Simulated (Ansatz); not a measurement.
A nudged elastic band was laid between two geometries of CH5AlF2Se (10 atoms, charge 0, multiplicity 1).

These are results of RKS PBE0-D4/def2-SVP (Ansatz 0.2.0), not measurements.

```yaml
movable_images: 9
climbing_image: yes
spring: 5.0 eV/Å²
optimiser: quadratic models (default)
start_path: through a guess of the saddle point
force_threshold: 0.05 eV/Å
iteration_limit: 37
end_points: relaxed
```

Initial state:

```xyz
10
Properties=species:S:1:pos:R:3
Al -0.461 -0.108 -0.657
C 1.237 0.809 -0.837
F -0.551 -1.763 -0.907
F -1.906 0.701 -0.917
H -0.121 -1.489 2.182
Se -0.845 -0.222 1.988
H 1.206 1.817 -0.392
H 2.058 0.250 -0.360
H 1.506 0.932 -1.899
H -2.122 -0.928 1.800
```

Final state:

```xyz
10
Properties=species:S:1:pos:R:3
Al -1.127 -0.328 -0.325
C 1.310 0.583 -0.268
F -0.480 -1.751 -0.887
F -1.597 0.832 -1.421
H 0.763 0.339 0.664
Se -1.986 -0.217 1.806
H 1.971 1.419 -0.005
H 1.885 -0.289 -0.600
H 0.656 0.942 -1.080
H -1.397 -1.530 2.117
```

(1) What changes between the two ends?

(2) What energy profile does the band end with?

(3) What is the geometry of the highest image?

Answers

(1) Bonds broken: H5–Se6. Bonds formed: C2–H5. CH5AlF2Se becomes AlF2HSe + CH4.

(2) The forces met the threshold. The highest image is number 6 of 0 to 10, 75.4 kJ/mol above the first end and 142.5 kJ/mol above the last; the last end lies 67.1 kJ/mol below the first. A vibrational analysis at the climbing image gives 2 clearly imaginary modes (968i, 50i cm⁻¹): a point of higher order, so a lower path passes nearby. The orbitals stay closed-shell, which can raise the energy where a bond breaks towards radicals; this wasn't checked here.

```tsv
image	path coordinate (Å)	energy (kJ/mol)	H5–Se6 (Å)	C2–H5 (Å)
0	0.00	0.0	1.47	4.03
1	0.70	0.4	1.47	3.74
2	1.40	1.3	1.47	3.48
3	2.09	2.6	1.47	3.32
4	2.79	4.8	1.47	2.98
5	3.49	29.1	1.48	2.24
6	4.19	75.4	1.71	1.60
7	4.91	-36.8	2.37	1.13
8	5.64	-63.9	2.88	1.11
9	6.36	-65.1	2.98	1.11
10	7.08	-67.1	3.03	1.11
```

(3) 
```xyz
10
Properties=species:S:1:pos:R:3
Al -0.841 -0.184 -0.585
C 1.053 0.529 -0.339
F -0.836 -1.759 -1.125
F -1.816 0.955 -1.306
H 0.133 0.249 0.939
Se -1.224 -0.180 1.889
H 1.186 1.600 -0.132
H 1.863 -0.047 0.133
H 1.209 0.401 -1.433
H -0.728 -1.565 1.958
```

Run time: 8.9 min on 2 threads of Arm Neoverse V1 (shared host), peak memory 0.33 GiB.
